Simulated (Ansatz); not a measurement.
Abridged output of a molecular run in Ansatz:

```
Functional definition: HF
1539 factors; integrals over basis functions are off by at most 1.0e-3 eV
mean field evaluation 1: about -14688.4310 eV, gradient 3.1e1 eV
mean field evaluation 2: about -14688.6987 eV, gradient 3.1e1 eV
mean field evaluation 4: about -14691.7659 eV, gradient 4.1e0 eV
mean field evaluation 8: about -14691.8353 eV, gradient 3.3e-1 eV
mean field evaluation 16: about -14691.8364 eV, gradient 1.1e-6 eV
mean field -14691.83642925 eV, -539.9150302904 hartree, gradient 1.1e-6 eV, S^2 0.000000; 0 other end points of the search recorded, 0 dependent functions left out; unrestricted orbitals would lower it
9 core orbitals not correlated: weight in the atoms' cores, before any rotation towards them, 1.000 or more for the frozen orbitals, at most 0.000 for the correlated occupied ones
reference -14691.83642925 eV, -539.9150302904 hartree; 14, 14 occupied and 241, 241 virtual orbitals, 1539 factors
second order -21.11183909 eV of doubles, -0.00000000 eV of singles
cycle   1  -21.86803249 eV  change   -7.6e-1 eV  update   1.0e-1
cycle   2  -22.46014236 eV  change   -5.9e-1 eV  update   3.2e-2
cycle   3  -22.57399750 eV  change   -1.1e-1 eV  update   1.5e-2
cycle   4  -22.56780839 eV  change    6.2e-3 eV  update   4.2e-3
cycle   5  -22.56731256 eV  change    5.0e-4 eV  update   2.6e-3
cycle   6  -22.56773901 eV  change   -4.3e-4 eV  update   1.0e-3
cycle   7  -22.56750089 eV  change    2.4e-4 eV  update   5.9e-4
cycle   8  -22.56754504 eV  change   -4.4e-5 eV  update   2.5e-4
cycle   9  -22.56756020 eV  change   -1.5e-5 eV  update   1.0e-4
cycle  10  -22.56752005 eV  change    4.0e-5 eV  update   3.6e-5
cycle  11  -22.56753349 eV  change   -1.3e-5 eV  update   1.8e-5
perturbative correction -1.04963696 eV, -0.0385734468 hartree
Total energy: -14715.45359970 eV, -540.7829452963 hartree
```

Its atoms:

Cartesian coordinates in Å:
```
B 0.8260 0.9345 0.7020
C -0.5808 0.4251 0.3441
C -1.6225 1.0927 0.8800
S -0.9315 -0.9499 -0.6927
C 0.6841 -1.5389 -1.2040
H 1.8345 0.4329 0.3069
H 0.8926 1.8887 1.4195
H -2.6594 0.8199 0.6989
H -1.4399 1.9434 1.5249
H 1.2308 -0.7831 -1.7672
H 0.4856 -2.3905 -1.8560
H 1.2805 -1.8747 -0.3562
```

Question: Which basis set was used?
A. def2-TZVPP
B. def2-SVP
C. cc-pV(D+d)Z
D. cc-pV(Q+d)Z

Answer: A. It gives 264 functions.

Question: Write the keys of the input that set method, charge and spin (a neutral closed shell needs none for the last two).

Answer: 
```yaml
correlation: {method: ccsd_t}
```
